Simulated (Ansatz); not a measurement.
Species: trichloro(fluoro)silane, sum formula SiCl$_{3}$F (charge 0, singlet). 
Coordinates optimised at B3LYP-D3(BJ)/def2-TZVP (Ansatz, a program for electronic structure):
```xyz
5

F     -0.0314     0.1450     1.8211
Si    -0.0042     0.0195     0.2456
Cl     1.8899    -0.4127    -0.3259
Cl    -0.6010     1.7864    -0.5439
Cl    -1.2687    -1.4665    -0.2965
```

Atomisation energy built up term by term with Ansatz (kcal/mol; UHF references for open shells; valence terms freeze the core; atomic spin-orbit terms are left out). CBS marks a two-point X^-3 extrapolation of the correlation energy; Hartree-Fock from the larger set (for Q and 5 zeta extrapolated as (X+1)exp(-9√X)).

```csv
term,basis,kcal/mol
Hartree-Fock,"CBS(cc-pV(Q+d)Z,cc-pV(5+d)Z)",?
CCSD correlation,"CBS(cc-pV(Q+d)Z,cc-pV(5+d)Z)",?
(T),"CBS(cc-pV(Q+d)Z,cc-pV(5+d)Z)",11.59
core correlation,cc-pwCVTZ,0.33
scalar relativity (X2C),cc-pVTZ-DK against cc-pVTZ,-1.69
sum: De,,?
```

Problem. What belongs in the gaps?

Solution. 
- Hartree-Fock, kcal/mol: 321.25
- CCSD correlation, kcal/mol: 103.83
- sum: De, kcal/mol: 435.3
